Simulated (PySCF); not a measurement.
## Field gradients at the hydrogen positions

Compound: C5H10P2S.
Geometry (GFN2-xTB, Å), atoms numbered from 1 in this order:
```xyz
18
C5H10P2S angstrom
C      3.8906    0.2700   -0.4096
C      2.5479   -0.2036   -0.1884
C      1.4166   -0.5499    0.0494
P     -0.1907   -1.2496    0.1890
S     -0.3351   -3.0928   -0.3937
P     -1.4913    0.2093   -0.8350
C     -3.0572   -0.5467   -0.2062
C     -1.2784    1.5775    0.3914
H      4.4954    0.0980    0.4804
H      3.8805    1.3367   -0.6333
H      4.3318   -0.2670   -1.2487
H     -0.3947   -1.0582    1.5712
H     -3.9051    0.0341   -0.5661
H     -3.1329   -1.5591   -0.6037
H     -3.0788   -0.5813    0.8837
H     -1.9748    2.3752    0.1386
H     -0.2644    1.9677    0.3168
H     -1.4681    1.2461    1.4123
```

Level: PBE0/pcSseg-1 (PySCF, non-relativistic); Q(2H) = 0.00286 b; rigid geometry, the same for H and D, with no vibrational averaging.

Question: Rank these positions by the coupling χzz of a deuteron there, largest first.
A. H17 (methyl hydrogen)
B. H12 (P–H hydrogen)
C. H14 (methyl hydrogen)

Answer: A (210 kHz), C (205 kHz), B (119 kHz).

Question: Tabulate Vzz, the asymmetry η and χzz = 234.96 MHz × Q × Vzz for every hydrogen position.

Answer: 
```json
{"atom": "H9", "bonded to": "C1", "bond length (Å)": "1.090", "Vzz (au)": "0.3071", "η": "0.03", "χzz (kHz)": "206"}
{"atom": "H10", "bonded to": "C1", "bond length (Å)": "1.090", "Vzz (au)": "0.3070", "η": "0.03", "χzz (kHz)": "206"}
{"atom": "H11", "bonded to": "C1", "bond length (Å)": "1.090", "Vzz (au)": "0.3069", "η": "0.03", "χzz (kHz)": "206"}
{"atom": "H12", "bonded to": "P4", "bond length (Å)": "1.410", "Vzz (au)": "0.1766", "η": "0.03", "χzz (kHz)": "119"}
{"atom": "H13", "bonded to": "C7", "bond length (Å)": "1.089", "Vzz (au)": "0.3155", "η": "0.02", "χzz (kHz)": "212"}
{"atom": "H14", "bonded to": "C7", "bond length (Å)": "1.090", "Vzz (au)": "0.3051", "η": "0.02", "χzz (kHz)": "205"}
{"atom": "H15", "bonded to": "C7", "bond length (Å)": "1.091", "Vzz (au)": "0.3099", "η": "0.02", "χzz (kHz)": "208"}
{"atom": "H16", "bonded to": "C8", "bond length (Å)": "1.089", "Vzz (au)": "0.3155", "η": "0.02", "χzz (kHz)": "212"}
{"atom": "H17", "bonded to": "C8", "bond length (Å)": "1.089", "Vzz (au)": "0.3121", "η": "0.01", "χzz (kHz)": "210"}
{"atom": "H18", "bonded to": "C8", "bond length (Å)": "1.090", "Vzz (au)": "0.3111", "η": "0.01", "χzz (kHz)": "209"}
```

Question: Average by the element that carries the hydrogen.

Answer: on C: 208 kHz over 9 positions, mean bond length 1.090 Å; on P: 119 kHz over 1 position, mean bond length 1.410 Å.

Question: Give the 2H NMR doublet splittings at H15 for a magnetic field along the z, y and x axes of the gradient: 3χ/2, 3χ(1 + η)/4, 3χ(1 − η)/4.

Answer: With |χ| = 208.3 kHz and η = 0.024: 312, 160 and 152 kHz, to first order and without motion.

One conformer (not necessarily the lowest) at the GFN2-xTB geometry, without solvent, vibrations or thermal averaging. GFN2-xTB bond lengths can be off by several hundredths of an ångström, more for odd bonds, and the gradients follow them. The basis is small and wasn't made for field gradients, so the couplings can be 20 % off.
